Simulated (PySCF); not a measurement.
# Gas-phase thermal properties of SiI₄

Computed with PySCF (xtb for GFN2) and rigid-rotor harmonic-oscillator thermochemistry at 1 bar. All species are closed-shell singlets. I: scalar-relativistic def2 core potential, no spin-orbit coupling. The harmonic model lacks anharmonicity and excited electronic states, which grow with temperature; levels with a mode under 35 cm⁻¹ are left out. Soft modes under 120 cm⁻¹ make the harmonic entropy rough for SiI₄.

| level | point group | σ | ZPE (kJ/mol) | S°298 (J/mol/K) | Cp298 (J/mol/K) | S°1000 (J/mol/K) | H1000 − H298 (kJ/mol) |
|---|---|---|---|---|---|---|---|
| GFN2-xTB | Td | 12 | 11.0 | 418.3 | 99.6 | 544.9 | 73.9 |
| PBE/def2-SVP | Td | 12 | 10.3 | 418.0 | 100.9 | 545.3 | 74.2 |
| PBE0/def2-TZVP | Td | 12 | 10.7 | 415.0 | 100.3 | 542.0 | 74.1 |
σ: rotational symmetry number. Electronic degeneracy used: 1. Frequencies are unscaled.
